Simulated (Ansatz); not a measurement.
# Molecular dynamics of H4Sn

input.yaml

```yaml
crystal:
  periodic: [false, false, false]
  atoms:
    - { symbol: Sn, position_ang: [0.000502, 0.0, 0.00042] }
    - { symbol: H, position_ang: [6.5e-05, 0.0, 1.708979] }
    - { symbol: H, position_ang: [1.611371, 0.0, -0.569027] }
    - { symbol: H, position_ang: [-0.805069, 1.394983, -0.569286] }
    - { symbol: H, position_ang: [-0.805069, -1.394983, -0.569286] }
basis:
  gaussian: { orbitals: def2-SVP }
hamiltonian:
  xc: r2scan
md:
  timestep: 0.5
  n_steps: 100
  ensemble: nvt_langevin
  temperature: 2000.0
  initial_velocities: maxwell_boltzmann
  seed: 104912
  friction: 0.001
```

Run as:

```bash
$ ansatz run input.yaml --threads 1 --pin off --max-ram 2048MiB --backend cpu --events-out ev --progress --plain --runs-dir out
```

It starts from a relaxed structure.

Output, in part (one step line in 4, the closing report, with atoms numbered from 0):

```
md step     0: t =     0.00 fs  T =  1600.0 K  F+E_penalty+E_count = -5897.50649911 eV  E_kin = 1.034080 eV  (21 SCF iters)
md step     4: t =     2.00 fs  T =  1239.1 K  F+E_penalty+E_count = -5897.28638584 eV  E_kin = 0.800826 eV  (24 SCF iters)
md step     8: t =     4.00 fs  T =   735.9 K  F+E_penalty+E_count = -5896.96435734 eV  E_kin = 0.475610 eV  (25 SCF iters)
md step    12: t =     6.00 fs  T =   424.1 K  F+E_penalty+E_count = -5896.79455822 eV  E_kin = 0.274102 eV  (25 SCF iters)
md step    16: t =     8.00 fs  T =   466.1 K  F+E_penalty+E_count = -5896.79011210 eV  E_kin = 0.301245 eV  (25 SCF iters)
md step    20: t =    10.00 fs  T =   673.7 K  F+E_penalty+E_count = -5896.91143726 eV  E_kin = 0.435415 eV  (25 SCF iters)
md step    24: t =    12.00 fs  T =   684.7 K  F+E_penalty+E_count = -5896.95764297 eV  E_kin = 0.442552 eV  (24 SCF iters)
md step    28: t =    14.00 fs  T =   297.0 K  F+E_penalty+E_count = -5896.68950529 eV  E_kin = 0.191926 eV  (23 SCF iters)
md step    32: t =    16.00 fs  T =   259.9 K  F+E_penalty+E_count = -5896.65475498 eV  E_kin = 0.167955 eV  (24 SCF iters)
md step    36: t =    18.00 fs  T =   956.9 K  F+E_penalty+E_count = -5897.11671039 eV  E_kin = 0.618466 eV  (24 SCF iters)
md step    40: t =    20.00 fs  T =  1165.8 K  F+E_penalty+E_count = -5897.22801943 eV  E_kin = 0.753432 eV  (23 SCF iters)
md step    44: t =    22.00 fs  T =  1007.9 K  F+E_penalty+E_count = -5897.10057426 eV  E_kin = 0.651406 eV  (25 SCF iters)
md step    48: t =    24.00 fs  T =   868.8 K  F+E_penalty+E_count = -5896.99547892 eV  E_kin = 0.561523 eV  (25 SCF iters)
md step    52: t =    26.00 fs  T =   839.6 K  F+E_penalty+E_count = -5897.00109830 eV  E_kin = 0.542614 eV  (25 SCF iters)
md step    56: t =    28.00 fs  T =  1069.1 K  F+E_penalty+E_count = -5897.14935568 eV  E_kin = 0.690969 eV  (24 SCF iters)
md step    60: t =    30.00 fs  T =  1242.3 K  F+E_penalty+E_count = -5897.28800136 eV  E_kin = 0.802901 eV  (23 SCF iters)
md step    64: t =    32.00 fs  T =   905.9 K  F+E_penalty+E_count = -5897.05258667 eV  E_kin = 0.585465 eV  (24 SCF iters)
md step    68: t =    34.00 fs  T =   341.7 K  F+E_penalty+E_count = -5896.64921239 eV  E_kin = 0.220845 eV  (25 SCF iters)
md step    72: t =    36.00 fs  T =   683.7 K  F+E_penalty+E_count = -5896.88964089 eV  E_kin = 0.441893 eV  (23 SCF iters)
md step    76: t =    38.00 fs  T =   800.7 K  F+E_penalty+E_count = -5896.96540667 eV  E_kin = 0.517504 eV  (24 SCF iters)
md step    80: t =    40.00 fs  T =   440.8 K  F+E_penalty+E_count = -5896.78660437 eV  E_kin = 0.284866 eV  (25 SCF iters)
md step    84: t =    42.00 fs  T =   310.1 K  F+E_penalty+E_count = -5896.69848870 eV  E_kin = 0.200443 eV  (24 SCF iters)
md step    88: t =    44.00 fs  T =   545.5 K  F+E_penalty+E_count = -5896.80640091 eV  E_kin = 0.352560 eV  (25 SCF iters)
md step    92: t =    46.00 fs  T =   978.5 K  F+E_penalty+E_count = -5897.07917700 eV  E_kin = 0.632434 eV  (24 SCF iters)
md step    96: t =    48.00 fs  T =  1343.8 K  F+E_penalty+E_count = -5897.28856539 eV  E_kin = 0.868480 eV  (24 SCF iters)
md step   100: t =    50.00 fs  T =  1212.7 K  F+E_penalty+E_count = -5897.19608918 eV  E_kin = 0.783769 eV  (23 SCF iters)
Total energy: -5897.19609965 eV, -216.7179593989 hartree
Atom 0 at     0.023805     0.024628    -0.034339 Å, force     2.371658     2.540643    -0.189770 eV/Å
Atom 1 at    -0.140667     0.172050     1.599972 Å, force    -0.190185     0.237961     0.989262 eV/Å
Atom 2 at     1.736232    -0.363213    -0.228623 Å, force    -0.685711     0.137151    -0.132799 eV/Å
Atom 3 at    -0.341075     1.575267    -0.834841 Å, force     0.186182    -0.817207     0.378994 eV/Å
Atom 4 at    -0.914295    -1.126389    -0.497610 Å, force    -1.681944    -2.098548    -1.045687 eV/Å
Dipole moment:    -0.074568    -0.056259    -0.027450 e Å
```

The run went to its last step. The mean temperature of the second half is 59 % below the set value. A run of 0.05 ps of so small a system gives no equilibrium averages.

The same pairs are bonded in the first frame and the last. Pairs count as bonded within 1.25 times the sum of covalent radii (0.12 Å more for H–H).

Last frame:

```xyz
5
Properties=species:S:1:pos:R:3
Sn 0.024 0.025 -0.034
H -0.141 0.172 1.600
H 1.736 -0.363 -0.229
H -0.341 1.575 -0.835
H -0.914 -1.126 -0.498
```

Time of the run: 100 s on 1 thread of AMD EPYC 7R43 64-Core Processor (Zen 3), on a shared host, peak memory 0.11 GiB.
